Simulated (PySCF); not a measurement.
Species: C6H9FOSi.
Numbering: `[CH3:1][C:2]#[C:3][Si@@H:4]1[O:5][CH2:6][CH2:7][C@H:8]1[F:9]` (hydrogens: H10, H11, H12 on C1; H13 on Si4; H14, H15 on C6; H16, H17 on C7; H18 on C8)

Level: B3LYP/def2-SVPD in PySCF, non-relativistic, on one gas-phase PBE0-D3(BJ)/def2-SVP geometry that isn't relaxed in the solvent. The solvent is an IEF-PCM continuum (van der Waals radii × 1.2), and excitations are vertical TDDFT with non-equilibrium linear response and a frozen core. Only the electrostatic response of the medium enters.

Gas-phase singlets (H = HOMO, L = LUMO):

```tsv
state	E (eV)	λ (nm)	f	leading configurations
S1	5.633	220	0.003	H→L 71%, H-2→L 12%, H-1→L 8%
S2	5.888	211	0.007	H-1→L 46%, H→L+1 27%
S3	6.037	205	0.003	H-1→L+1 58%, H→L+1 20%, H-2→L+1 10%
S4	6.301	197	0.003	H-2→L 71%, H-1→L 23%
S5	6.764	183	0.038	H-2→L+1 53%, H-1→L+1 27%, H→L+1 12%
```

**Question.** What are the lowest 5 singlets in acetone (ε = 20.49)?

**Answer.** 
```
state  E (eV)  λ (nm)      f             leading configurations  change by rank (eV)
   S1   5.633     220  0.004                 H→L 75%, H-1→L 10%                0.000
   S2   5.902     210  0.010               H-1→L 51%, H→L+1 27%               +0.014
   S3   6.077     204  0.004             H-1→L+1 65%, H→L+1 20%               +0.040
   S4   6.376     194  0.005               H-2→L 82%, H-1→L 13%               +0.075
   S5   6.844     181  0.211  H-3→L 47%, H→L+1 13%, H-1→L+1 12%               +0.080
```

**Question.** How do the frontier levels move from gas to acetone?

**Answer.** 
```csv
orbital,gas (eV),solvent (eV),change (eV),"Löwdin shares, gas","Löwdin shares, solvent"
LUMO+2,0.20,0.37,+0.17,"C1 28 %, C2 18 %, H12 9 %, C3 8 %","C2 16 %, Si4 14 %, C1 14 %, C3 10 %"
LUMO+1,-0.13,-0.09,+0.04,"C2 26 %, C3 24 %, Si4 17 %, C1 8 %","C2 26 %, C3 24 %, Si4 18 %, C1 8 %"
LUMO,-0.52,-0.53,-0.01,"Si4 23 %, C2 22 %, C3 22 %, O5 6 %","Si4 23 %, C2 22 %, C3 21 %, O5 8 %"
HOMO,-7.50,-7.49,+0.01,"C3 26 %, C2 25 %, C8 13 %, Si4 8 %","C3 27 %, C2 26 %, C8 12 %, Si4 8 %"
HOMO-1,-7.63,-7.66,-0.03,"O5 28 %, C3 24 %, C2 22 %, C6 6 %","C3 30 %, C2 27 %, O5 19 %, C1 6 %"
HOMO-2,-7.89,-7.95,-0.06,"O5 26 %, C3 20 %, C2 16 %, Si4 9 %","O5 32 %, C3 14 %, C2 11 %, C6 10 %"
HOMO-3,-8.40,-8.45,-0.05,"O5 18 %, C3 16 %, C8 14 %, Si4 12 %","C8 16 %, O5 15 %, C3 15 %, Si4 13 %"
```

The HOMO–LUMO gap goes from 6.97 to 6.96 eV. Rows go by rank; for HOMO-2, HOMO-1, LUMO+1 and LUMO+2 the atom shares or the degeneracy differ between the runs, so the row needn't follow one orbital.
